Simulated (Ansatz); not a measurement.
Cartesian coordinates in Å:
```
C -0.681 0.041 -0.665
Al 0.573 -0.039 0.811
Br 2.796 -0.118 0.379
H -1.367 -0.811 -0.630
H -0.185 0.042 -1.638
H -1.299 0.942 -0.594
H 0.163 -0.057 2.336
```

The species carries charge 0 and has multiplicity 1.

**Question.** List the ωB97M-V/def2-TZVPP orbital energies in eV (Ansatz 0.2.0). (Best estimate.)

**Answer.** Computed: Occupied: -13156.35, -1708.69, -1536.87, -1536.84, -1536.83, -1532.70, -280.98, -241.54, -181.16, -181.08, -181.04, -117.27, -76.94, -76.79, -76.70, -74.55, -74.53, -74.50, -74.43, -74.43, -23.91, -22.03, -14.16, -13.88, -13.80, -11.44, -11.27, -10.87, -10.20. Lowest empty: 0.36, 1.54, 2.31, 3.79, 4.10, 4.15, 4.53, 5.40.
